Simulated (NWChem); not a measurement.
Species: GeH2 cation, doublet; SMILES of the neutral closed-shell parent [GeH2]

```xyz
3

Ge     0.0000     0.0000     0.0464
H      1.3603     0.0000    -0.7430
H     -1.3603     0.0000    -0.7430
```
Atoms are numbered in this order, from 1.

In the optimisation the excess spin sits in a1 (C2v, its own frame). The geometry was optimised at B3LYP/6-31G* (spherical d), spin-unrestricted. The spin multiplicity was typed, not searched, and may not be the lowest. No stability test was run on the SCF state.

Symmetry labels are those of C2v in the frame above (b1 and b2, or b-type labels, depend on it).

### Question
List the 6 lowest vertical excitations from PBE/aug-cc-pVDZ, spin-unrestricted, TDA (NWChem).

### Answer
```tsv
state	energy (eV)	oscillator strength	symmetry of the excitation	<S²>
state 1	2.04	0.004	b2	0.75
state 2	4.04	0.014	b1	0.78
state 3	4.47	0.000	a2	2.74
state 4	5.13	0.000	a2	0.76
state 5	6.26	0.014	a1	0.78
state 6	7.58	0.071	b1	0.91
```
